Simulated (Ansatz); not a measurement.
Process, species as SMILES: [F][Sb]([F])[F] → [F][Sb]([F])[F] as doublet, charge +1 + e-

Quantity: adiabatic ionisation energy (0 K, with zero-point energies), in eV. Conventions: UHF or UKS for open shells; six Cartesian d functions in 6-31G* and its kin unless marked 5d; STO-3G and 3-21G all-electron and non-relativistic; no spin-orbit coupling; LANL2DZ with its own core potentials from Na on. First-principles rows: single points at B3LYP-D3(BJ) geometries (Ansatz, a first-principles code), with unscaled harmonic terms from B3LYP/6-31G* (LANL2DZ past Ar) at its own minima. The spin state of an ion or metal species was assumed, not searched.

```tsv
level	program	adiabatic ionisation energy (0 K, with zero-point energies) (eV)
HF/STO-3G	Ansatz	6.92
HF/3-21G	Ansatz	10.96
HF/LANL2DZ	Ansatz	12.24
HF/6-31G* with LANL2DZ past Ar	Ansatz	11.21
```

No value to compare with is used here. The 4 habitual levels span 6.92 (HF/STO-3G) to 12.24 eV (HF/LANL2DZ).

The sets are all those run for this method; runs whose electronic state is in doubt are left out.
